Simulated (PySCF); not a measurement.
Species: C7H10N2Si.
Numbering: `[H]/[N:1]=[CH:2]\[CH2:3][SiH2:4][c:5]1[cH:6][cH:7][cH:8][n:9][cH:10]1` (hydrogens: H11 on N1; H12 on C2; H13, H14 on C3; H15, H16 on Si4; H17 on C6; H18 on C7; H19 on C8; H20 on C10)

Cartesian coordinates in Å at the GFN2-xTB level; atoms count from 1:
```
atom  x, y, z in Å
N1    -2.0454    2.0128   -0.2118
C2    -2.4608    0.8672   -0.5149
C3    -2.3830   -0.3853    0.2781
Si4   -0.9423   -1.4910   -0.3445
C5     0.7010   -0.6393    0.0177
C6     1.0351    0.5956   -0.5374
C7     2.2544    1.1782   -0.2354
C8     3.1150    0.4986    0.6127
N9     2.8210   -0.6742    1.1484
C10    1.6533   -1.2155    0.8586
H11   -1.6213    2.0811    0.7140
H12   -2.9123    0.7721   -1.4998
H13   -3.3106   -0.9458    0.1722
H14   -2.2357   -0.1566    1.3355
H15   -1.0927   -1.6938   -1.7892
H16   -0.9969   -2.7633    0.3800
H17    0.3432    1.1025   -1.1953
H18    2.5300    2.1357   -0.6496
H19    4.0827    0.9049    0.8777
H20    1.4602   -2.1735    1.3253
```

Computed at PBE0/pcSseg-1 (PySCF, non-relativistic), with Q(14N) = 0.02044 b: N1, 14N (I = 1): χzz = -4.855 MHz, η = 0.325; N9, 14N (I = 1): χzz = -5.504 MHz, η = 0.401.

(1) Find the zero-field quadrupole resonance frequencies of 14N at N1.

(2) Where would the pure quadrupole (NQR) lines of 14N at N9 fall for the rigid, isolated species?

Answers

(1) From ν± = (3/4)|χ|(1 ± η/3) and ν0 = |χ|η/2: ν+ 4.036 MHz, ν− 3.247 MHz, ν0 0.789 MHz (imine nitrogen).

(2) From ν± = (3/4)|χ|(1 ± η/3) and ν0 = |χ|η/2: ν+ 4.680 MHz, ν− 3.576 MHz, ν0 1.105 MHz (pyridine-type nitrogen).

In a crystal, neighbours and librations shift these lines. GFN2-xTB bond lengths can be off by several hundredths of an ångström, more for odd bonds, and the gradients follow them. With so small a basis the couplings can be 20 % off.

The run behind these numbers computed NMR shieldings as well. Hardware: one thread, Intel Xeon at 2.50 GHz (x86_64), no GPU, shared host. Cost: 3.1 min wall, 2.1 min CPU, 1.0 GiB resident at most.

One conformer stands for the species.
